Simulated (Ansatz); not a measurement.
Correlation energies of `[NH]=[Nb]([NH2])([NH2])[Cl]` by basis set

```xyz
10

N    -0.017    1.185   -1.389
Nb    0.339    0.324    0.081
N     0.824   -1.498   -0.487
N    -1.331    0.358    1.123
Cl    2.080    1.279    1.310
H    -0.087    1.797   -2.188
H     0.865   -1.832   -1.438
H     0.985   -2.262    0.156
H    -2.193    0.802    0.847
H    -1.464   -0.153    1.985
```

Charge 0, multiplicity 1. Correlated methods include outer-core shells of Nb, which these sets cover unevenly. Nb: def2 effective core potential. All single points use the PBE0-D4/def2-TZVP geometry. It is one conformer, not always the lowest. Frozen core, restricted reference, the Gaussian-basis code of Ansatz.

```tsv
basis	HF (Eh)	MP2 corr.
def2-SVP	-681.99035	-0.99780
def2-TZVPP	-682.36940	-1.31763
def2-QZVPP	-682.39484	-1.42874
```

Estimate the CCSD correlation energy and the (T) correction in each basis where they were run (hartree).


| basis | CCSD corr. | (T) |
| --- | --- | --- |
| def2-SVP | -1.00002 | -0.04407 |
| def2-TZVPP | -1.30997 | -0.07062 |
